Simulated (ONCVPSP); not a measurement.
# Logarithmic derivatives: carbon (C), ONCV

| Property | Result |
| --- | --- |
| Element | C (Z = 6) |
| Generator | ONCVPSP 4.0.1 |
| Type | optimised norm-conserving Vanderbilt (ONCV) |
| Functional | PBEsol |
| Relativity | scalar-relativistic |
| Frozen core | [He] |
| Valence charge | 4 |
| Reference configuration | 2s2 2p2 |
| Partial waves | 2s: rc 1.30 bohr, ncon 4, nbas 8, qcut 6.3 1/bohr, 1 projector; 2p: rc 2.00 bohr, ncon 4, nbas 8, qcut 8.2 1/bohr, 2 projectors, debl 3.6 Ha |
| Local potential | polynomial inside 1.15 bohr (lpopt 1, dvloc0 1 Ha) |
| Core correction | none |

The phase is arctan(r·R′/R) of the radial function R(r), unwrapped; energies in Ha, scanned from -2 to 5 Ha. A pole is an energy at which the radial function vanishes at the test radius. The pseudo phase is shifted by a multiple of π to meet the all-electron one at the reference energy, and phase errors are pseudo minus all-electron; the curves can meet again beyond the range given. Levels narrower than the energy grid can be missing from the lists of poles.

**Question.** For each channel, where are the poles, and over which energies does the pseudopotential scatter like the atom?

**Answer.**

| channel | radius (bohr) | reference energy (Ha) | poles, all-electron | poles, pseudo | unbroken range about the reference energy with phases within 0.05 rad | phase error 1 Ha above the reference energy (rad) |
| --- | --- | --- | --- | --- | --- | --- |
| s | 1.32 | -0.50 | 2.30 | 2.14 | below 3.4 | -0.003 |
| p | 2.03 | -0.19 | 0.30, 4.16 | 0.30, 4.16 | the whole range | +0.002 |

Phases in the s channel:

```csv
E (Ha),all-electron,pseudo
-1.98,0.521,0.514
-1.80,0.386,0.379
-1.62,0.226,0.219
-1.44,0.041,0.036
-1.26,-0.159,-0.163
-1.08,-0.360,-0.362
-0.90,-0.547,-0.548
-0.72,-0.712,-0.712
-0.54,-0.851,-0.851
-0.36,-0.966,-0.966
-0.18,-1.061,-1.061
0.00,-1.139,-1.140
0.18,-1.205,-1.206
0.36,-1.260,-1.262
0.54,-1.308,-1.311
0.72,-1.349,-1.353
0.90,-1.384,-1.389
1.08,-1.416,-1.422
1.26,-1.445,-1.452
1.44,-1.470,-1.479
1.62,-1.494,-1.505
1.80,-1.516,-1.528
1.98,-1.537,-1.551
2.16,-1.556,-1.573
2.34,-1.575,-1.594
2.52,-1.593,-1.615
2.70,-1.610,-1.637
2.88,-1.627,-1.659
3.06,-1.644,-1.681
3.24,-1.661,-1.706
3.42,-1.679,-1.732
3.60,-1.697,-1.760
3.78,-1.715,-1.792
3.96,-1.734,-1.829
4.14,-1.755,-1.873
4.32,-1.777,-1.926
4.50,-1.801,-1.993
4.68,-1.827,-2.080
4.86,-1.857,-2.197
```
